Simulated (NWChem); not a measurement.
C₂H₆FNSi; SMILES C=C(F)[SiH2]N

```xyz
11

C      0.8991     1.8816     0.4057
C      0.0388     0.9572    -0.0231
F     -1.2470     1.3052    -0.2420
Si     0.4116    -0.8676    -0.3708
N     -0.4736    -2.0088     0.5746
H      0.5868     2.9165     0.5755
H      1.9402     1.6113     0.5900
H      1.8739    -1.0245    -0.1176
H      0.0597    -1.1338    -1.7956
H     -0.3658    -2.0312     1.5827
H     -1.4250    -2.2381     0.3098
```
Atoms are numbered in this order, from 1.

All runs: NWChem. Pople sets run with spherical d functions. All runs use the structure optimised with PBE0/def2-SVP. Level: PBE0/6-31+G*; rows give the wavelength of the field.

| field | isotropic polarisability (bohr³) | anisotropy (bohr³) |
|---|---|---|
| static | 57.4 | 24.5 |
| 1065 nm | 58.1 | 25.2 |
| 589 nm | 59.7 | 26.9 |
